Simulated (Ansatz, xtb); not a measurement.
**C5H3FO3: which of two isomers lies lower**

Structure X: `O=C1CC=C(F)C(=O)O1`, a singlet. Structure Y: `CC1=C(F)C(=O)OC1=O`, a singlet. Both are isolated molecules in the gas phase, relaxed with PBE0-D3(BJ)/def2-SVP.

Quicker runs give these differences E(Y) − E(X): GFN2-xTB −0.154 eV; HF/STO-3G −0.515 eV (at GFN2-xTB geometries); r2SCAN-D4/def2-SVP −0.291 eV (at GFN2-xTB geometries).

**Question.** Estimate E(Y) − E(X) at the level CCSD(T)/def2-SVP + ΔMP2/def2-TZVPP.

**Answer.** Calculated at CCSD(T)/def2-SVP + ΔMP2/def2-TZVPP: E(Y) − E(X) = −0.292 eV, so structure Y lies lower.

The same difference at several levels:

```tsv
level	geometry	E(Y) − E(X) (eV)	departure from the last row (eV)	job, with rough time for the two
GFN2-xTB	GFN2-xTB	−0.154	+0.138	optimisation, 0.12 s
HF/STO-3G	GFN2-xTB	−0.515	−0.223	single point, 0.36 s
r2SCAN-D4/def2-SVP	GFN2-xTB	−0.291	0.000	single point, 3.3 s
PBE0-D3(BJ)/def2-SVP	PBE0-D3(BJ)/def2-SVP	−0.267	+0.025	optimisation, 25 s
HF/def2-SVP	PBE0-D3(BJ)/def2-SVP	−0.236	+0.056	part of the CCSD(T) run
MP2/def2-SVP	PBE0-D3(BJ)/def2-SVP	−0.341	−0.049	part of the CCSD(T) run
CCSD(T)/def2-SVP	PBE0-D3(BJ)/def2-SVP	−0.295	−0.003	single point
CCSD(T)/def2-SVP + ΔMP2/def2-TZVPP	PBE0-D3(BJ)/def2-SVP	−0.292		single point, 86 s
```

As drawn, both hold the same kinds of bond in the same numbers. Structure X has 0 methyl groups, Y 1. Structure X has a 6-membered ring, Y a 5-membered ring.

The levels shown agree on the order. The largest departure from CCSD(T)/def2-SVP + ΔMP2/def2-TZVPP is that of HF/STO-3G, 0.223 eV. The last row adds to CCSD(T) the change of the MP2 difference between the two basis sets, here +0.003 eV.

With thermal terms from frequencies at re-optimised GFN2-xTB minima (ideal gas, soft modes damped towards free rotors, one conformer each, 298.15 K, 1 atm): on the last row, ΔE + ΔZPE = −0.292, ΔH = −0.277, ΔG = −0.312 eV.

The correlated steps freeze 9 core orbitals. Run with Ansatz 0.2.0, xtb 6.7.1; the last row on 4 threads of Arm Neoverse V2 on a shared host.
